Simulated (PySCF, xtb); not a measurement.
methyl(prop-2-ynyl)silane (C4H8Si), SMILES C(C[SiH2]C)#C. The values are those of a single conformer.

Harmonic wavenumbers (cm⁻¹) from GFN2-xTB (xtb) at its own minimum, in rising order: 48, 110, 126, 189, 290, 371, 439, 556, 615, 636, 667, 729, 757, 765, 783, 829, 842, 1015, 1117, 1206, 1376, 1432, 1487, 1494, 2223, 2233, 2291, 2945, 2958, 3033, 3035, 3048, 3399.

Problem. What does B3LYP-D3(BJ)/def2-SVP in PySCF 2.14.0 give at its own minimum? (Estimate from the structure and the level; the computed values follow.)

Solution. 67, 108, 163, 215, 351, 442, 462, 570, 633, 666, 700, 706, 771, 839, 883, 902, 958, 979, 1153, 1181, 1273, 1414, 1437, 1437, 2219, 2225, 2226, 3021, 3030, 3068, 3121, 3123, 3473. Paired by order, the mean absolute difference is 47 cm⁻¹ and the zero-point energies are 61.5 and 62.6 kcal/mol.
